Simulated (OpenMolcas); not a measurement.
## Br5+: effect of the IPEA shift

```json
{
 "Program": "OpenMolcas",
 "Basis": "ANO-RCC-VQZP [7s6p4d2f1g]",
 "Scalar Hamiltonian": "DKH2, point nucleus",
 "Active space": "2 electrons in 9 orbitals (RAS2 4s 4p; RAS3 4d, at most 2 electrons)",
 "State averaging": "2S+1 = 3 even, 3 roots; 2S+1 = 1 even, 7 roots; 2S+1 = 3 odd, 3 roots; 2S+1 = 1 odd, 3 roots",
 "Spin-orbit coupling": "state interaction with AMFI integrals over the reference wave functions, term energies averaged over their components"
}
```

Methods on the same reference wave functions:
A. RASSCF
B. MS-RASPT2, IPEA 0 Eh, imaginary shift 0.1 Eh (closed shells correlated: 3d)
C. MS-RASPT2, IPEA 0.25 Eh, imaginary shift 0.1 Eh (closed shells correlated: 3d)

Energies in cm⁻¹ above 4s² ¹S₀, the measured ground level; measured values from Moore, Atomic Energy Levels, vol. II, NSRDS-NBS 35 (1971 reprint of NBS Circular 467, 1952).

```json
{"Level": "4s² ¹S₀", "A": "0.0", "B": "0.0", "C": "0.0", "Measured": "0.0"}
{"Level": "4s 4p ³P°₀", "A": "99900", "B": "101504", "C": "101502", "Measured": "104316"}
{"Level": "4s 4p ³P°₁", "A": "101820", "B": "103415", "C": "103414", "Measured": "106431"}
{"Level": "4s 4p ³P°₂", "A": "106117", "B": "107720", "C": "107719", "Measured": "111336"}
{"Level": "4s 4p ¹P°₁", "A": "153251", "B": "152257", "C": "152289", "Measured": "151274"}
{"Level": "4p² ³P₀", "A": "241186", "B": "242419", "C": "242467", "Measured": "244136"}
{"Level": "4p² ¹D₂", "A": "242139", "B": "244090", "C": "244103", "Measured": ""}
{"Level": "4p² ³P₁", "A": "243892", "B": "245183", "C": "245230", "Measured": "247406"}
{"Level": "4p² ³P₂", "A": "249097", "B": "250537", "C": "250575", "Measured": "253892"}
```

Deviations, from unrounded energies. A percentage is the sum of absolute deviations over the sum of measured energies, with the sign that they share, or ± where signs differ.

```json
{"Against measurement": "mean absolute deviation (cm-1)", "Levels": "7", "A": "3900", "B": "2500", "C": "2500"}
{"Against measurement": "other configurations (%)", "Levels": "7", "A": "±2.3", "B": "±1.5", "C": "±1.4"}
```

B, C lie about equally close to measurement and A furthest from it. The largest miss of C in the table is 4s 4p ³P°₂, by -3600 cm-1. The ranking rests on the paired levels alone, and a cruder setting can come out closer through cancelling errors.

Between B and C the level of the table that moves most is 4p² ³P₀, by 47 cm-1 (lowest in B, highest in C).

The lowest spin-free term lies below A's lowest term by 0.072 hartree in B, 0.071 hartree in C.

Active for correlation alone: 4d; no level in the range computed is led by a configuration that fills it, so any true level of that kind is missing. Some terms mix strongly with configurations of 4d, whose occupation reaches 0.18 (4p² ¹D). Measured partners are found by configuration, term and J. A level has none where our copy of the source lacks it or the pairing is in doubt (some pairs that miss far off the trend of their configuration count as doubtful), and it then counts in no deviation. Only configurations of the active space appear. Levels that lie high or do not pair safely by name in every column are left out.

° marks odd parity.
